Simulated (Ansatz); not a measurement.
Total energies of Li₁₂F₁₂ (started as a model of: (LiF)12 cage of four- and six-membered rings) from Ansatz at PBE0-D4/def2-SVP, gas phase (1 Eh = 27.2114 eV = 2625.5 kJ/mol). The reference geometry is relaxed at PBE0-D4/def2-SVP.

```xyz
24

Li    0.648   -2.298    1.409
F    -0.841   -2.695    0.470
Li    0.222   -2.584   -0.984
F     1.728   -2.281   -0.036
Li    2.626   -0.812   -0.371
F     2.689    0.551    0.810
Li    1.619    0.482    2.199
F     0.674   -1.003    2.592
Li   -0.752    0.099    2.668
F     0.210    1.596    2.367
F    -2.226   -0.242    1.781
Li   -2.197   -1.588    0.581
F    -2.688   -0.549   -0.810
Li   -2.626    0.812    0.373
Li   -1.620   -0.481   -2.199
F    -0.211   -1.596   -2.367
Li    0.752   -0.100   -2.667
F     2.227    0.240   -1.781
Li    2.198    1.588   -0.583
F    -0.673    1.004   -2.593
Li   -0.222    2.584    0.984
F    -1.728    2.282    0.037
Li   -0.649    2.298   -1.409
F     0.840    2.694   -0.471
```

```
                 state                     geometry  energy (Eh)
      charge 0 singlet                    reference  -1287.79915
      charge 1 doublet                    reference  -1287.38634
     charge -1 doublet                    reference  -1287.78376
     charge -1 doublet  relaxed at PBE0-D4/def2-SVP  -1287.78383
free Li atom (doublet)                            –     -7.45943
 free F atom (doublet)                            –    -99.54906
```

Work out the vertical ionisation energy to the doublet.

E(charge 1 doublet) − E(charge 0 singlet) = -1287.38634 − (-1287.79915) = 0.41281 Eh = 11.23 eV. For comparison, −ε of the highest occupied level is 9.67 eV at this level, 1.56 eV less.

Work out the vertical electron affinity, to the doublet.

E(charge 0 singlet) − E(charge -1 doublet) = -1287.79915 − (-1287.78376) = -0.01539 Eh = -0.42 eV; negative, so the extra electron isn't bound. The basis lacks diffuse functions, which makes affinities too small.

Give the fundamental gap IE − EA, the Mulliken electronegativity (IE + EA)/2 and the hardness (IE − EA)/2.

From the values in Eh: IE − EA = 0.41281 − (-0.01539) = 0.42820 Eh = 11.65 eV; (IE + EA)/2 = 5.41 eV; (IE − EA)/2 = 5.83 eV. The HOMO–LUMO gap of the same run is 9.46 eV, 2.19 eV smaller than the fundamental gap.

How much does the charge -1 doublet relax, and what is the adiabatic electron affinity?

Relaxation: -1287.78376 − (-1287.78383) = 0.00007 Eh = 0.00 eV. Adiabatic electron affinity: -0.01532 Eh = -0.42 eV, without zero-point energy. 

What is the binding energy per atom against free atoms?

Atoms: 12 × (-7.45943) + 12 × (-99.54906) = -1284.10188 Eh. Binding: -1284.10188 − (-1287.79915) = 3.69727 Eh = 100.61 eV, or 4.19 eV for each of 24 atoms (no zero-point energy, no counterpoise term).

At PBE0-D4/def2-SVP the highest occupied level of the charge -1 doublet lies above zero (up to 1.13 eV). By energy differences it is unbound by 0.42 eV (vertical, against the charge 0 singlet, at PBE0-D4/def2-SVP) and held by the finite basis. At PBE0-D4/def2-SVP the highest occupied level of the relaxed charge -1 doublet lies above zero (up to 1.13 eV). By energy differences it is unbound by 0.42 eV (each at its own geometry, against the charge 0 singlet, at PBE0-D4/def2-SVP) and held by the finite basis.
